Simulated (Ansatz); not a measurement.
Reaction (ligand exchange at a Ti–I bond): `[F][Ti]([F])([F])[I]` + H₂Se → `[F][Ti]([F])([F])[SeH]` + HI

Calculated with Ansatz (gas phase, PBE0-D4/def2-TZVP geometries, no zero-point term in ΔE). CCSD(T)/CBS adds triple-zeta CCSD(T) − MP2 to the extrapolated MP2 energy (def2 sets, frozen cores). Functionals use def2-TZVPP. HSE06 is defined as in plane-wave codes. def2 core potentials past Kr. For I, Se, Ti outer-core shells are correlated without core-valence functions, which leaves a few kJ/mol of doubt a bond. Scalar relativity is left out up to krypton. One conformer a species, not always the lowest.

`[F][Ti]([F])([F])[I]`:

Cartesian coordinates in Å:
```
F 0.265 1.398 1.098
Ti -0.126 0.104 0.008
F -1.532 -0.735 0.584
F -0.442 0.751 -1.572
I 1.835 -1.517 -0.118
```

H₂Se:

Z-matrix (Å, degrees):
```
Se
H 1 1.467
H 1 1.467 2 91.2
```

`[F][Ti]([F])([F])[SeH]`:

```xyz
6

F    -1.108   -0.165    1.524
Ti    0.228    0.238    0.479
F     0.818    1.849    0.754
F     1.470   -0.965    0.702
Se   -0.506    0.226   -1.816
H    -0.902   -1.183   -1.643
```

HI:

```xyz
2

I    -0.090   -0.252   -0.759
H     0.090    0.252    0.759
```

Is it downhill or uphill in electronic energy at CCSD(T)/CBS, and by how much? (An estimate is asked.)

Computed: Uphill: ΔE = +39.4 kJ/mol.

What do these levels give: PBE-D4, r2SCAN-D4, r2SCANh-D4, HSE06-D4, revPBE, HSE06, MP2/def2-SVP, HF/def2-TZVPP, CCSD/def2-TZVPP, HF/def2-QZVPP, SCS-MP2/def2-QZVPP, HF/CBS(def2)? (An estimate is asked.)

Computed: PBE-D4 39.5, r2SCAN-D4 41.9, r2SCANh-D4 41.8, HSE06-D4 40.5, revPBE 39.6, HSE06 40.4, MP2/def2-SVP 48.8, HF/def2-TZVPP 44.5, CCSD/def2-TZVPP 37.9, HF/def2-QZVPP 45.1, SCS-MP2/def2-QZVPP 43.0, HF/CBS(def2) 45.1 kJ/mol.

What do rigid-rotor, harmonic-oscillator terms from PBE0-D4/def2-TZVP frequencies (298.15 K, 1 bar) make of the CCSD(T)/CBS value? (Best estimate.)

Ansatz gave: ΔZPE = -3.9 kJ/mol, ΔH = +36.8 kJ/mol, ΔS = 9 J/(mol·K), ΔG = +34.1 kJ/mol.

Largest T1 diagnostic among the species: 0.023, so the coupled-cluster value is less sure than usual.

Leaving LDA and LC-ωPBE aside and taking each functional with its dispersion term where it has one, the values, not all of them listed here, spread over 5.0 kJ/mol, from BLYP-D4 to PBE-QIDH. At CCSD(T), def2-SVP lies +4.4 kJ/mol from the extrapolated value and def2-TZVPP +0.1 kJ/mol.
